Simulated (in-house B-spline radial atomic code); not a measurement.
Results of a calculation; reference values are marked as such.
**Ar ion on Al atom: potential, deflection and energy transfer**

The pair potential comes from two frozen, spherical free-atom densities (PBE, B-spline radial code, scalar-relativistic past argon): electrostatics plus the change in Thomas-Fermi kinetic and Dirac exchange energy where they overlap, the recipe behind the universal ZBL potential, which averages such potentials (from solid-state densities) over many pairs. It is written V = (Z1 Z2 e²/r) φ(r/a), with e² = 14.3996 eV·Å and a = 0.46850 Å/(Z1^0.23 + Z2^0.23); ZBL's fit is φ = 0.18175 e^(−3.1998x) + 0.50986 e^(−0.94229x) + 0.28022 e^(−0.4029x) + 0.02817 e^(−0.20162x). Where φ falls below 4e-4 it is continued as an exponential.

Masses 39.95 and 26.98 u.

| x = r/a | φ, this pair | φ, ZBL |
| --- | --- | --- |
| 0.1 | 0.9015 | 0.8928 |
| 0.25 | 0.7825 | 0.7647 |
| 0.5 | 0.6372 | 0.6096 |
| 1 | 0.4449 | 0.4164 |
| 1.5 | 0.3233 | 0.2995 |
| 2 | 0.2412 | 0.2218 |
| 3 | 0.1437 | 0.1292 |
| 4 | 0.08959 | 0.08026 |
| 5 | 0.05842 | 0.05224 |
| 6.5 | 0.03365 | 0.02914 |
| 8 | 0.01988 | 0.01705 |
| 10 | 0.009475 | 0.008778 |
| 12 | 0.004521 | 0.00474 |
| 14.5 | 0.002002 | 0.002328 |
| 17 | 0.001007 | 0.001212 |

**Question.** At x = 4 the electrostatic, kinetic and exchange parts are 147.68, 508.76 and -52.73 eV. Find r, V and φ.

**Answer.** a = 0.46850/(1.9441 + 1.8039) = 0.12500 Å, so r = 0.50001 Å. V = 147.68 + 508.76 + (-52.73) = 603.71 eV. The bare repulsion is 18 × 13 × 14.3996/0.50001 = 6738.9 eV, so φ = 0.0896, +11.6 % against ZBL's 0.0803. The kinetic (Pauli) term is 84 % of V here.

**Question.** The ion comes in at 0.6687 keV with impact parameter 0.0625 Å. The scattering integral gives a centre-of-mass angle of 165° and a closest approach of 5.281 a. What are the reduced energy, the energy passed on and the laboratory angles?

**Answer.** ε = E a M2/(Z1 Z2 e² (M1 + M2)) = 668.7 × 1.4954e-05 = 0.01. The most that one collision can pass on is γE with γ = 4 M1 M2/(M1 + M2)² = 0.9624. Here T = γE sin²(θ/2) = 0.9624 × 668.7 × 0.9829 = 632.6 eV. The ion turns by arctan(sin θ/(cos θ + M1/M2)) = 26.7°, and the struck atom leaves at (180° − θ)/2 = 7.5°. The closest approach is 0.660 Å. With ZBL the angle would be 164.45° and T = 631.8 eV.
